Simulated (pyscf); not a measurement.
**HGa=Se (SMILES [GaH]=[Se]), singlet**

Gas-phase minimum from PySCF at ωB97X-D3(BJ)/def2-SVP, one conformer. HGa=Se lies 6.8 kcal/mol over its isomer Ga–SeH [singlet], and others may lie lower still (electronic energy, ωB97M-D3(BJ)). 

SMILES: [GaH]=[Se]
```xyz
3

Ga    -0.4674    -0.5678     0.4218
Se    -0.6075     0.7786     2.0410
H     -0.3647    -1.5478    -0.7581
```

Bonded distances (Å): Ga1–Se2 2.111, Ga1–H3 1.537. Angles (°): Se2–Ga1–H3 180.0.

Properties at ωB97X-D3(BJ)/def2-SVP:

```yaml
harmonic_wavenumbers_unscaled: 431, 468, 468, 2097 cm⁻¹
zero_point_energy: 4.9 kcal/mol
rotational_symmetry_number: 1
Entropy of this conformer at 298 K and 1 atm, rigid rotor and harmonic oscillator, modes under 100 cm⁻¹ raised to 100: 253.0 J/(mol K)
dipole_moment: 3.45 D
```

Single-point totals, which compare only within one level (frozen core for MP2 and CC):

```tsv
level	total energy (hartree)
ωB97X-D3(BJ)/def2-TZVP	-4326.92223
PBE/def2-TZVP	-4326.38575
r²SCAN/def2-TZVP	-4327.01489
B3LYP-D3(BJ)/def2-TZVP	-4327.12814
PBE0-D3(BJ)/def2-TZVP	-4326.50028
M06-2X/def2-TZVP	-4327.05293
ωB97M-D3(BJ)/def2-TZVP	-4327.07122
HF/def2-TZVPP	-4323.70556
MP2/def2-TZVPP	-4324.18866
CCSD/def2-TZVPP	-4324.18954
CCSD(T)/def2-TZVPP	-4324.21177
```

The CCSD(T) − MP2 part came from Ansatz, without density fitting, on the same reference. The frozen core leaves the outer d or s,p core shells of the metals and heavy elements correlated in the MP2 and CC values, and def2-TZVPP describes them poorly, so these totals are far from the basis limit. Elements up to Kr have no core potential and no relativistic terms here.
